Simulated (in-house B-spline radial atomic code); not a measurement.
The numbers below are computed, except where a source is named.
Mean free path of electrons in Be from the free-electron model

The electrons form a uniform gas at zero temperature with Lindhard's dielectric function (RPA). An added electron of energy E, from the band bottom, collides once per mean free path λ, with 1/λ = (1/πE) ∫dω ∫dq/q Im(−1/ε(q, ω)), in atomic (or effective) units, with ω up to E − E_F and q between √(2E) ∓ √(2(E − ω)); electron-hole pairs and the plasmon pole are integrated apart. No exchange between the two electrons.

Be: 2 valence electrons per atom, density 1.85 g/cm³, mass 9.01 u, so r_s = 1.87 bohr. Core levels, phonons and band structure are left out.

**Question.** Find E_F, the plasma energy, the screening length and the long-wave dispersion of the plasmon.

**Answer.** k_F = 1.91916/1.87 = 1.0263, E_F = k_F²/2 = 14.33 eV. ω_p = √(3/r_s³) = 0.6773 hartree = 18.43 eV. The Thomas-Fermi length is √(π/4k_F) = 0.875 bohr = 0.0463 nm. For small q, ω = ω_p + α q² with α = (3/5) E_F/ω_p = 0.4665; at q = 0.2918 this gives 19.51 eV, and the zero of ε lies at 19.54 eV. The plasmon meets the pair continuum ω = q k_F + q²/2 at q_c = 0.72944 = 0.71 k_F, 27.6 eV.

```json
{"E − E_F (eV)": "0.717", "λ (nm)": "260", "share of plasmon losses": "0.00", "lifetime (fs)": "113", "stopping (eV/nm)": "0.00183"}
{"E − E_F (eV)": "2.87", "λ (nm)": "20.2", "share of plasmon losses": "0.00", "lifetime (fs)": "8.2", "stopping (eV/nm)": "0.0934"}
{"E − E_F (eV)": "7.17", "λ (nm)": "4.65", "share of plasmon losses": "0.00", "lifetime (fs)": "1.69", "stopping (eV/nm)": "0.997"}
{"E − E_F (eV)": "14.3", "λ (nm)": "1.79", "share of plasmon losses": "0.00", "lifetime (fs)": "0.562", "stopping (eV/nm)": "5.17"}
{"E − E_F (eV)": "22.9", "λ (nm)": "0.966", "share of plasmon losses": "0.00", "lifetime (fs)": "0.267", "stopping (eV/nm)": "15.4"}
{"E − E_F (eV)": "35.8", "λ (nm)": "0.366", "share of plasmon losses": "0.37", "lifetime (fs)": "0.0871", "stopping (eV/nm)": "62.9"}
{"E − E_F (eV)": "45.9", "λ (nm)": "0.337", "share of plasmon losses": "0.42", "lifetime (fs)": "0.0732", "stopping (eV/nm)": "72.2"}
{"E − E_F (eV)": "57.3", "λ (nm)": "0.342", "share of plasmon losses": "0.46", "lifetime (fs)": "0.0681", "stopping (eV/nm)": "73.7"}
{"E − E_F (eV)": "129", "λ (nm)": "0.477", "share of plasmon losses": "0.56", "lifetime (fs)": "0.0671", "stopping (eV/nm)": "57.6"}
{"E − E_F (eV)": "315", "λ (nm)": "0.853", "share of plasmon losses": "0.64", "lifetime (fs)": "0.0792", "stopping (eV/nm)": "34.2"}
{"E − E_F (eV)": "860", "λ (nm)": "1.83", "share of plasmon losses": "0.70", "lifetime (fs)": "0.104", "stopping (eV/nm)": "16.6"}
```

**Question.** Where is λ shortest, and how does it grow on either side?

**Answer.** The least value in the table is 0.337 nm at 45.9 eV, 2.5 times the plasma energy. Between the last two rows it grows as (E − E_F)^0.76, near Bethe's E/ln E, and between the first two as (E − E_F)^-1.84, where the Pauli principle blocks most collisions.

**Question.** Photoelectrons 315 eV above E_F leave through 0.5 nm of this material at 30° from the normal. What share escapes without loss, and what depth gives 95 % of a bulk signal? Ignore elastic scattering.

**Answer.** exp(−d/(λ cos θ)) = exp(−0.5/(0.853 × 0.866)) = 0.508. 95 % comes from within 3λ cos θ = 2.22 nm. The mean loss per collision is λ × stopping = 29.2 eV. Core excitations, left out, would shorten λ a little at this energy.
